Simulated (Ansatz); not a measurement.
Start from `[SH][In]([SH])[Cl]` and change one element to get `[SH][In]([SH])[Br]`.

Ansatz, PBE0-D4/def2-TZVP geometries, multiplicity 1. Each molecule was computed in one conformer, which needn't be the lowest.

Elements past krypton have def2 core potentials. Scalar relativity is left out up to krypton.

```json
{"property": "HOMO energy (ωB97M-V/def2-TZVPP) / eV", "`[SH][In]([SH])[Cl]`": "-10.03"}
{"property": "LUMO energy (ωB97M-V/def2-TZVPP) / eV", "`[SH][In]([SH])[Cl]`": "-0.18"}
{"property": "LUMO energy (PBE/def2-TZVPP) / eV", "`[SH][In]([SH])[Cl]`": "-2.92"}
{"property": "zero-point energy (PBE0-D4/def2-TZVP) / kJ/mol", "`[SH][In]([SH])[Cl]`": "51.4"}
{"property": "ideal-gas entropy at 298 K and 1 bar (rigid rotor, harmonic PBE0-D4/def2-TZVP) / J/(mol·K)", "`[SH][In]([SH])[Cl]`": "377"}
{"property": "LUMO energy (PBE0/def2-TZVPP) / eV", "`[SH][In]([SH])[Cl]`": "-2.08"}
```

(1) What does the change do to each property? (Estimate.)

Answers

(1) The calculation gave: 
| property | `[SH][In]([SH])[Br]` | shift |
| --- | --- | --- |
| HOMO energy (ωB97M-V/def2-TZVPP) / eV | -10.01 | 0.02 |
| LUMO energy (ωB97M-V/def2-TZVPP) / eV | -0.26 | -0.08 |
| LUMO energy (PBE/def2-TZVPP) / eV | -2.96 | -0.04 |
| zero-point energy (PBE0-D4/def2-TZVP) / kJ/mol | 50.5 | -0.9 |
| ideal-gas entropy at 298 K and 1 bar (rigid rotor, harmonic PBE0-D4/def2-TZVP) / J/(mol·K) | 389 | 12 |
| LUMO energy (PBE0/def2-TZVPP) / eV | -2.14 | -0.06 |

Spin–orbit coupling is left out; it splits and shifts lone-pair levels of the heavy atoms by tenths of an eV.
